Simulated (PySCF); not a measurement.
Species: 3-ethylpyridine, C₇H₉N.
Atom-mapped SMILES: `[CH3:1][CH2:2][c:3]1[cH:4][cH:5][cH:6][n:7][cH:8]1` (hydrogens: H9, H10, H11 on C1; H12, H13 on C2; H14 on C4; H15 on C5; H16 on C6; H17 on C8)

Geometry (GFN2-xTB, Å), atoms numbered from 1 in this order:
```
atom  x, y, z in Å
C1    -2.2994    0.5088    0.5091
C2    -1.4050    0.0433   -0.6422
C3    -0.0019   -0.1733   -0.1588
C4     0.9332    0.8549   -0.1531
C5     2.2040    0.6147    0.3413
C6     2.4954   -0.6554    0.8148
N7     1.6172   -1.6432    0.8192
C8     0.4074   -1.4031    0.3481
H9    -3.3172    0.6653    0.1591
H10   -2.3137   -0.2362    1.3017
H11   -1.9277    1.4429    0.9251
H12   -1.4117    0.7973   -1.4326
H13   -1.8005   -0.8881   -1.0527
H14    0.6661    1.8310   -0.5351
H15    2.9502    1.3941    0.3575
H16    3.4735   -0.8983    1.2083
H17   -0.2767   -2.2426    0.3737
```

Vertical excitations from PySCF (density fitting, frozen core in the response, grid level 2 and gas phase unless stated; continuum runs use non-equilibrium linear response for the excitations) on a GFN2-xTB geometry. Reference run:

```tsv
settings	S1, eV (f)	S2, eV (f)	S3, eV (f)	S4, eV (f)	S5, eV (f)	S6, eV (f)	T1, eV (Tamm–Dancoff)	mean α (au)
PBE0/def2-SVPD, full TDDFT, 8 singlets	4.83 (0.004)	5.18 (0.000)	5.53 (0.051)	6.29 (0.079)	7.02 (0.013)	7.04 (0.029)	4.12	86.0
```

Task: What do these settings give: (1) PBE0/def2-SVPD, IEF-PCM methanol, start guess atom, full TDDFT, 25 singlets; (2) LC-wPBE/6-311G**, TDA, 1 singlet?

Result: 
```csv
settings,"S1, eV (f)","S2, eV (f)","S3, eV (f)","S4, eV (f)","S5, eV (f)","S6, eV (f)","T1, eV (Tamm–Dancoff)",mean α (au)
"PBE0/def2-SVPD, IEF-PCM methanol, start guess atom, full TDDFT, 25 singlets",5.03 (0.005),5.43 (0.000),5.50 (0.078),6.24 (0.109),7.12 (0.477),7.19 (0.187),4.25,118.8
"LC-wPBE/6-311G**, TDA, 1 singlet",5.30 (0.007),–,–,–,–,–,4.16,76.2
```

(1) S1 moves by +0.20 eV. (2) S1 moves by +0.47 eV; functional, basis and response scheme change together, so the shift can't be laid on one. States are counted by energy in each run and needn't keep their character from row to row.

All basis functions are spherical, in the Pople sets too.

Task: Which orbital pairs make up S1 in each run, and how does it sit against the orbital gap?

Result: 
```tsv
settings	S1 configurations (weight)	S1 (eV)	orbital gap (eV)	S1 − gap (eV)
PBE0/def2-SVPD, full TDDFT, 8 singlets	H→L 0.99	4.83	6.52	-1.69
PBE0/def2-SVPD, IEF-PCM methanol, start guess atom, full TDDFT, 25 singlets	H−1→L 0.99	5.03	6.60	-1.57
LC-wPBE/6-311G**, TDA, 1 singlet	H−1→L 0.95	5.30	11.37	-6.07
```

Geometry: GFN2-xTB, one conformer.
